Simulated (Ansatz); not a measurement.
Coupled-cluster diagnostics for Ge(CF3)2H2 (C2H2F6Ge), Ansatz.

Geometry of the singlet (r2SCAN-D4/def2-SVP):

```xyz
11

Ge    0.416   -0.759    0.148
C     0.243    0.776    1.405
F     0.748    0.471    2.616
F    -1.044    1.126    1.578
F     0.901    1.859    0.954
C    -0.544   -0.225   -1.513
F    -0.036    0.907   -2.032
F    -1.851   -0.013   -1.279
F    -0.451   -1.182   -2.456
H    -0.273   -1.980    0.751
H     1.891   -0.980   -0.173
```

Correlated methods freeze 17 core orbitals; core or outer-core shells of Ge are correlated, in sets that lack core-valence functions.

Question: Estimate the CCSD(T) correlation energy, the shares of MP2 and (T), T1 and the reference's ⟨S²⟩ for: charge 0, singlet, own geometry in def2-SVP; and the rough time on 4 threads of Arm Neoverse V2 on a shared host.

Answer: 
```
                          state     basis  correlation (eV)  MP2 share (%)  (T) share (%)     T1  ⟨S²⟩ (pure)  wall time
charge 0, singlet, own geometry  def2-SVP           -44.767           96.4            2.1  0.012  0.00 (0.00)       66 s
```
Customary marks for T1 are 0.02 (closed shells), 0.045 (open shells) and about 0.05 (3d metals). T1 stays under 0.02 throughout.
